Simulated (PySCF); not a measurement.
Mg(H)(OSiH3) (H4MgOSi), SMILES [MgH][O][SiH3]. Atoms are numbered in the order given.

```xyz
7

Mg     0.0000     0.0000     1.9041
H      0.0000     0.0000     3.5861
O      0.0000     0.0000     0.1065
Si     0.0000     0.0000    -1.5095
H     -1.2003    -0.6930    -2.0514
H      1.2003    -0.6930    -2.0514
H      0.0000     1.3860    -2.0514
```

The structure is a stationary point at B3LYP-D3(BJ)/def2-TZVP.

Level of theory: PBE0/pcSseg-2 (PySCF).

GIAO shieldings, no solvent; atoms alike by connectivity are averaged. δ = σ(ref) − σ: ¹H against TMS (σ = 31.54 ppm); ¹⁷O against H2O (σ = 327.8 ppm); ²⁹Si against TMS (σ = 341.9 ppm), references at their B3LYP-D3(BJ)/def2-TZVP geometries, non-relativistic.

Computed chemical shifts:
```
nucleus       atoms  count  δ (ppm)
-------  ----------  -----  -------
¹H       H5, H6, H7      3     5.39
¹H               H2      1     4.62
¹⁷O              O3      1     13.6
²⁹Si            Si4      1    -48.2
```
